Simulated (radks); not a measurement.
Effect of the nuclear size on neutral tin, [Kr] 4d10 5s2 5p2. All-electron calculation, Dirac Kohn-Sham, PBE, spin-unpolarised, spherical densities, finite nucleus; open shells are shared between the two j in proportion to 2j + 1; Fermi nuclear charge, rms radius 4.6519 fm. Program: a radial shooting solver on a logarithmic mesh with Libxc functionals. The rms radius is varied about that value; shifts are against it.

[
 {"rms radius (fm)": "3.9541", "total energy shift (eV)": "-1.15", "density at nucleus (e/bohr^3)": "1.96e+05", "1s1/2 shift (meV)": "-481", "2s1/2 shift (meV)": "-55.1", "4s1/2 shift (meV)": "-2.05", "4p1/2 shift (meV)": "0.173", "5s1/2 shift (meV)": "-0.178"},
 {"rms radius (fm)": "4.4193", "total energy shift (eV)": "-0.400", "density at nucleus (e/bohr^3)": "1.926e+05", "1s1/2 shift (meV)": "-168", "2s1/2 shift (meV)": "-19.2", "4s1/2 shift (meV)": "-0.713", "4p1/2 shift (meV)": "0.060", "5s1/2 shift (meV)": "-0.062"},
 {"rms radius (fm)": "4.6519", "total energy shift (eV)": "0", "density at nucleus (e/bohr^3)": "1.911e+05", "1s1/2 shift (meV)": "0.000", "2s1/2 shift (meV)": "0.000", "4s1/2 shift (meV)": "0.000", "4p1/2 shift (meV)": "0.000", "5s1/2 shift (meV)": "0.000"},
 {"rms radius (fm)": "4.9031", "total energy shift (eV)": "0.451", "density at nucleus (e/bohr^3)": "1.896e+05", "1s1/2 shift (meV)": "189", "2s1/2 shift (meV)": "21.7", "4s1/2 shift (meV)": "0.805", "4p1/2 shift (meV)": "-0.068", "5s1/2 shift (meV)": "0.070"},
 {"rms radius (fm)": "5.3311", "total energy shift (eV)": "1.27", "density at nucleus (e/bohr^3)": "1.872e+05", "1s1/2 shift (meV)": "531", "2s1/2 shift (meV)": "60.8", "4s1/2 shift (meV)": "2.26", "4p1/2 shift (meV)": "-0.191", "5s1/2 shift (meV)": "0.196"}
]

Slopes of the eigenvalues against <r^2> in GHz/fm^2, as finite differences over the two radii next to the reference (eigenvalue slopes, not the field-shift constants of lines): 1s1/2 19100, 2s1/2 2190, 4s1/2 81.4, 4p1/2 -6.90, 5s1/2 7.07.
